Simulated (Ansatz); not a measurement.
Diatomic F₂-, multiplicity 2 (lowest of 2S+1 = 2, 4 at CCSD(T)/def2-TZVPP on PBE0 minima; our sources give no spin for the ground state, which may be another).

Seven points along R, fitted to fifth degree in 1/R; most abundant isotopes. Runs in def2 and cc sets follow the lowest solution found near the PBE0 minimum.

Frozen-core correlation. CBS(a, b) extrapolates the correlation energy as X⁻³ and adds the Hartree–Fock energy of set b.

Run with Ansatz (Gaussian basis) for Hartree–Fock, density functionals and correlated methods. Values without a source in brackets are computed.

Task: What bond length and harmonic frequency does B2PLYP/def2-TZVPP give?

Result: r_e = 1.965 Å, ω_e = 404 cm⁻¹.

Task: What bond length and harmonic frequency does CCSD(T)/aug-cc-pVQZ give?

Result: r_e = 1.920 Å, ω_e = 453 cm⁻¹.

Task: What bond length and harmonic frequency does CCSD(T)/CBS(aug-cc-pVTZ, aug-cc-pVQZ) give?

Result: r_e = 1.916 Å, ω_e = 456 cm⁻¹.

Doubts at one or more of the structures used: other coupled-cluster roots lie near (CCSD(T)/aug-cc-pVQZ, CCSD(T)/CBS(aug-cc-pVTZ, aug-cc-pVQZ)).

Ansatz is a first-principles code.
